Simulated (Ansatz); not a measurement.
`B[BH][GeH3]` + HCl → `BBCl` + GeH₄ at 700 K and 1 bar (cleavage of the B–Ge bond).

Isolated molecules relaxed with PBE0-D4/def2-TZVP in Ansatz; ΔE leaves out vibrations. CCSD(T)/CBS adds triple-zeta CCSD(T) − MP2 to the extrapolated MP2 energy (def2 sets, frozen cores). This one scheme is used for every species. For Ge outer-core shells are correlated without core-valence functions, which leaves a few kJ/mol of doubt a bond. Scalar relativity is left out up to krypton.

```json
{"species": "`B[BH][GeH3]`", "CCSD(T)/CBS energy (Eh)": "-2129.23902", "H − E (kJ/mol)": "212.0", "S (J/(mol·K))": "430.8"}
{"species": "HCl", "CCSD(T)/CBS energy (Eh)": "-460.38127", "H − E (kJ/mol)": "38.4", "S (J/(mol·K))": "211.8"}
{"species": "`BBCl`", "CCSD(T)/CBS energy (Eh)": "-511.15624", "H − E (kJ/mol)": "134.3", "S (J/(mol·K))": "349.6"}
{"species": "GeH₄", "CCSD(T)/CBS energy (Eh)": "-2078.49493", "H − E (kJ/mol)": "112.9", "S (J/(mol·K))": "267.3"}
```

H − E and S are ideal-gas, rigid-rotor, harmonic terms from PBE0-D4/def2-TZVP. 1 Eh = 2625.50 kJ/mol, R = 8.31446 J/(mol·K).

Q: By hand: ΔE, ΔH, ΔS and ΔG.

A: ΔE = (-511.15624) + (-2078.49493) − (-2129.23902) − (-460.38127) = -0.03088 Eh = -81.1 kJ/mol. Δ(H − E) = 134.3 + 112.9 − 212.0 − 38.4 = -3.2, so ΔH = -84.3 kJ/mol. ΔS = 349.6 + 267.3 − 430.8 − 211.8 = -25.7 J/(mol·K). ΔG = -84.3 − 700 × (-25.7)/1000 = -66.3 kJ/mol.

Q: By hand: the equilibrium constant, and the temperature at which ΔG would vanish if ΔH and ΔS stayed fixed.

A: log₁₀ K = −ΔG/(RT ln 10) = 4.9. ΔG = 0 at ΔH/ΔS = 3280 K, far beyond where these terms or the molecules hold.

ΔH outweighs TΔS. A doubt of 5 kJ/mol in ΔE shifts log₁₀ K by 0.4 here. These are equilibria of isolated gas molecules and say nothing of rates. Largest T1 diagnostic: 0.013 (customary marks: 0.02 for closed shells, 0.045 for open ones).
